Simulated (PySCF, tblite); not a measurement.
Compound: C5H10F2OSi.
Cartesian coordinates in Å at the GFN2-xTB level; atoms count from 1:
```xyz
19
C5H10F2OSi angstrom
F     -2.9679    0.9518    0.6365
C     -2.6188   -0.3094    0.2267
C     -1.4062   -0.2311   -0.6909
O     -1.0214   -1.5262   -1.1777
C      0.2207   -1.4733   -0.5381
F      0.3137   -2.4106    0.4573
C     -0.0266   -0.0553   -0.0177
C      0.8699    1.0367   -0.5590
Si     2.6290    0.9837    0.1789
H     -2.4028   -0.9009    1.1218
H     -3.4734   -0.7344   -0.3085
H     -1.6056    0.4601   -1.5168
H      1.0681   -1.6535   -1.2097
H     -0.0816   -0.0193    1.0710
H      0.4050    1.9981   -0.3334
H      0.9132    0.9568   -1.6470
H      3.2701   -0.2810   -0.1797
H      2.5303    1.1108    1.6323
H      3.3745    2.1063   -0.3882
```

Computed, not measured: PBE0/pcSseg-1 in PySCF (dipole) on a GFN2-xTB geometry, gas phase.

Masses are those of the commonest isotopes; rigid-rotor values at the optimised geometry. The values belong to one conformer with, in the numbering `[F:1][CH2:2][C@@H:3]1[O:4][C@H:5]([F:6])[C@H:7]1[CH2:8][SiH3:9]`, F1–C2–C3–O4 -178°, C5–C7–C8–Si9 -75°.

(1) Give the principal moments of inertia and the rotational constants in cm⁻¹.

(2) What kind of rotor is it?

(3) What does the inertial defect say?

(4) Where do the levels up to J = 3 lie, in MHz?

(5) Predict some low-J microwave lines.

## Answers

(1) Ia = 288.82, Ib = 608.48, Ic = 786.12 u·Å²; 505379 MHz·u·Å²/I gives 1750, 830.6 and 642.9 MHz, that is A = 0.05837, B = 0.02770, C = 0.02144 cm⁻¹.

(2) An asymmetric top. Ray's parameter κ = (2B − A − C)/(A − C) = -0.661; −1 is the prolate and +1 the oblate limit.

(3) Not planar: Δ = Ic − Ia − Ib = -111.18 u·Å². For a rigid frame Δ = −2 Σ m c², so Σ m c² = 55.59 u·Å² lies off the ab plane: 11.99 from hydrogen and 43.60 from heavier atoms. The atom farthest from that plane is 1.67 Å away.

(4) Above 0(0,0):
J = 1: 1(0,1) 1473, 1(1,1) 2393, 1(1,0) 2580
J = 2: 2(0,2) 4394, 2(1,2) 5152, 2(1,1) 5715, 2(2,1) 8473, 2(2,0) 8499
J = 3: 3(0,3) 8714, 3(1,3) 9275, 3(1,2) 10399, 3(2,2) 12893, 3(2,1) 13019, 3(3,1) 17974, 3(3,0) 17976

(5) The dipole components are |μa| = 1.05 D, |μb| = 1.01 D, |μc| = 0.89 D. The squared components, which scale the intensities, stand as 1.00 : 0.92 : 0.73 (a : b : c). Some lines, for components of 0.1 D or more:

```tsv
type	branch	J(Ka,Kc)	MHz	lower level (cm⁻¹)
c	Q	3(1,3) ← 3(0,3)	561	0.291
c	Q	2(1,2) ← 2(0,2)	757	0.147
a	Q	3(1,2) ← 3(1,3)	1124	0.309
b	Q	3(1,2) ← 3(0,3)	1685	0.291
b	R	3(1,2) ← 2(2,1)	1927	0.283
b	R	2(0,2) ← 1(1,1)	2002	0.080
b	R	1(1,1) ← 0(0,0)	2393	0.000
c	Q	3(2,2) ← 3(1,2)	2494	0.347
b	Q	2(2,0) ← 2(1,1)	2784	0.191
a	R	2(1,1) ← 1(1,0)	3135	0.086
b	Q	2(2,1) ← 2(1,2)	3321	0.172
b	Q	3(2,2) ← 3(1,3)	3618	0.309
b	R	2(1,2) ← 1(0,1)	3678	0.049
a	R	3(1,3) ← 2(1,2)	4124	0.172
c	R	2(1,1) ← 1(0,1)	4241	0.049
a	R	3(2,2) ← 2(2,1)	4420	0.283
a	R	3(1,2) ← 2(1,1)	4684	0.191
b	Q	3(3,0) ← 3(2,1)	4957	0.434
b	Q	3(3,1) ← 3(2,2)	5081	0.430
c	R	2(2,0) ← 1(1,0)	5918	0.086
c	R	3(1,2) ← 2(0,2)	6005	0.147
b	R	2(2,0) ← 1(1,1)	6106	0.080
b	R	3(2,1) ← 2(1,2)	7868	0.172
b	R	3(3,1) ← 2(2,0)	9475	0.283
c	R	3(3,0) ← 2(2,0)	9477	0.283
b	R	3(3,0) ← 2(2,1)	9503	0.283
```

Its GFN2-xTB frequencies are all real (lowest 42 cm⁻¹). Zero-point vibration and centrifugal distortion are left out. A rigid rotor knows nothing of internal rotation, which can split or shift real lines.

Hardware: an Arm Neoverse N1 with one thread, shared host with 64 logical CPUs at a one-minute load of 61. Cost: 75 s of wall time, 0.94 GiB resident at most. This is the PBE0/pcSseg-1 job that gave the dipole, with the shieldings it also computed.
